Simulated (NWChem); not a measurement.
System: C2HClF2Si; SMILES C#C[Si](F)(F)Cl

NWChem input:

```
start job
memory heap 200 mb stack 900 mb global 1100 mb
geometry units angstroms noautosym nocenter noautoz
  C      0.958112    -2.708314     0.000000
  C      0.431105    -1.613362     0.000000
  Si    -0.338850     0.016553     0.000000
  F     -1.275271     0.185801     1.288329
  F     -1.275271     0.185801    -1.288329
  Cl     1.043651     1.498154     0.000000
  H      1.423905    -3.679073     0.000000
end
basis spherical
  C library 6-31g*
  Si library 6-31g*
  F library 6-31g*
  Cl library 6-31g*
  H library 6-31g*
end
dft
  xc m05-2x
  iterations 150
end
cosmo
  do_cosmo_smd true
  solvent propnol2
end
task dft energy
```

Geometry: optimised at PBE0/def2-SVP. Solvent: 2-propanol.

Level: M05-2X/6-31G* with SMD (1 M gas to 1 M solution), gas-phase geometry. Reactions with the solvent are ignored.

Task: Predict the main results of this run. (M05-2X/6-31G* (spherical d), SMD on the gas-phase geometry.) Quantities: solvation free energy (kcal/mol); cavity-dispersion-structure term (kcal/mol); dipole in solution (D).

Result: The solvation free energy (kcal/mol) is -2.7. The cavity-dispersion-structure term (kcal/mol) is 1.5 and the dipole in solution (D) is 3.37.
